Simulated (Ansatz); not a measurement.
This geometry of BCl$_{2}$H$_{3}$O (7 atoms, charge 0, multiplicity 1) is a first-order saddle point.

Level of theory: RKS LDA/def2-SVP (Ansatz 0.2.0).

```xyz
7
Properties=species:S:1:pos:R:3
B 0.070 -0.324 0.000
H 0.000 0.173 1.274
Cl 1.543 0.321 -0.738
Cl -1.505 0.015 -0.787
O 0.181 -1.779 0.422
H -0.668 -2.213 0.182
H 0.013 -0.881 1.326
```

(1) Which two structures does it join? (They come from a converged band through this point; their orientation in space is the band's.)

(2) How far does it lie above each of them?

Results:

(1) Bonds broken: B1–H2, O5–H7. Bonds formed: H2–H7. BCl2H3O becomes BCl2HO + H2.

Initial state:

```xyz
7
Properties=species:S:1:pos:R:3
B 0.095 -0.079 0.105
H 0.015 0.557 1.145
Cl 1.546 0.228 -0.888
Cl -1.484 -0.134 -0.845
O 0.162 -1.632 0.571
H -0.632 -1.968 0.066
H -0.069 -1.660 1.526
```

Final state:

```xyz
7
Properties=species:S:1:pos:R:3
B 0.210 -0.545 -0.766
H -0.534 -0.239 2.614
Cl 1.657 0.173 -1.420
Cl -1.361 0.174 -1.091
O 0.323 -1.653 -0.019
H -0.542 -1.985 0.296
H -0.118 -0.612 2.065
```

(2) 74.8 kJ/mol above the first and 124.4 kJ/mol above the second. This is the barrier of this one path; another mechanism may lie lower. The orbitals stay closed-shell, which can raise the energy where a bond breaks towards radicals; this wasn't checked here.

The run took 51 s on 1 thread of Intel(R) Xeon(R) 6975P-C (Granite Rapids) (shared host), peak memory 0.15 GiB.
